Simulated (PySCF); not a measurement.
One of the candidates below gave these computed data.

All candidates are C6H12O2.

* UV, strongest line: among the 10 lowest singlet transitions: S3 at 8.04 eV (154 nm, f = 0.142) [TDDFT CAM-B3LYP/def2-SVPD]
* 1H NMR: chemical shifts (computed TMS as zero) by class: 3.70 (2 H), 1.99 (3 H), 1.75 (1 H), 0.87 (6 H) ppm [GIAO B97-2/pcSseg-1]
* NMR, other nuclei: isotropic shieldings of nuclei other than C and H, by class: -104 (1 O), 126 (1 O) ppm [GIAO B97-2/pcSseg-1]
* Valence photoelectron: vertical ionisation energy: 10.36 eV [ΔSCF CAM-B3LYP/def2-SVPD]
* Rotational structure: rotational constants A, B, C: 3.994, 1.132, 1.010 GHz [PBE0-D3(BJ)/def2-SVP]
* Triplet: lowest triplet excitation (Tamm–Dancoff): 5.44 eV [TDA CAM-B3LYP/def2-SVPD]
* 13C NMR: chemical shifts (computed TMS as zero) by class: 170.8 (1 C), 70.1 (1 C), 29.0 (1 C), 22.0 (1 C), 20.2 (2 C) ppm [GIAO B97-2/pcSseg-1]
* Dipole: 1.83 D [CAM-B3LYP/def2-SVPD]
* Polarisability: 80.6 au [CAM-B3LYP/def2-SVPD]

Electronic properties: PySCF, gas phase, density fitting. Levels stand in brackets. Geometry: PBE0-D3(BJ)/def2-SVP, one conformer, isolated molecule. NMR values are class means; diastereotopic atoms form classes of their own.

Problem. Which candidate is it?
A. `CC(=O)OCC(C)C`
B. `OC[C@H]1CCCCO1`
C. `COC(=O)C(C)(C)C`

Solution. A. It is `CC(=O)OCC(C)C`. Numbering: `[CH3:1][C:2](=[O:3])[O:4][CH2:5][CH:6]([CH3:7])[CH3:8]`. Its formula, C6H12O2, gives 1 degree of unsaturation: 0 rings and 1 π bond in the structure found. 6 carbons fall into 5 classes; from least to most shielded: ester carbonyl carbon [C2] (170.8 ppm), sp3 carbon bound to oxygen [C5] (70.1 ppm), sp3 CH carbon [C6] (29.0 ppm), methyl carbon next to a carbonyl [C1] (22.0 ppm), methyl carbon [C7/C8] (20.2 ppm, 2 C). Hydrogen classes from least to most shielded: 2 H on an sp3 carbon bound to oxygen, C5 (3.70 ppm, a mean of values up to 1.7 ppm apart in this geometry), 3 H on a methyl carbon next to a carbonyl, C1 (1.99 ppm), 1 H on an sp3 CH carbon, C6 (1.75 ppm), 6 H on 2 methyl carbons, C7/C8 (0.87 ppm, a mean of values up to 1.0 ppm apart in this geometry). The other shieldings belong to: -104 ppm, ester carbonyl oxygen [O3]; 126 ppm, ester single-bonded oxygen [O4]. The first electron is taken from the HOMO, whose largest Löwdin shares are 0.63 on the ester carbonyl oxygen, 0.10 on the ester single-bonded oxygen, 0.08 on the methyl carbon next to a carbonyl and 0.08 on the ester carbonyl carbon. The optimised geometry has point group C1 and is an asymmetric top.

The others, at the same levels:
- `OC[C@H]1CCCCO1` fails: its computed static isotropic polarisability is 78.4 au (against 80.6 au), rotational constant A is 3.688 GHz (against 3.994 GHz) and smallest rotational constant is 1.296 GHz (against 1.010 GHz).
- `COC(=O)C(C)(C)C` fails: its computed vertical ionisation energy is 10.12 eV (against 10.36 eV), rotational constant A is 3.167 GHz (against 3.994 GHz) and smallest rotational constant is 1.337 GHz (against 1.010 GHz).

Each candidate is one conformer, not necessarily the lowest. The conformers computed, where there is a choice (atom-mapped SMILES and torsion angles):
- `[CH3:1][C:2](=[O:3])[O:4][CH2:5][CH:6]([CH3:7])[CH3:8]`: C1–C2–O4–C5 -178°, C2–O4–C5–C6 85°, O4–C5–C6–C7 58°
- `[CH3:1][O:2][C:3](=[O:4])[C:5]([CH3:6])([CH3:7])[CH3:8]`: C1–O2–C3–O4 -1°, O2–C3–C5–C6 57°

The conformers of `OC[C@H]1CCCCO1` aren't listed.
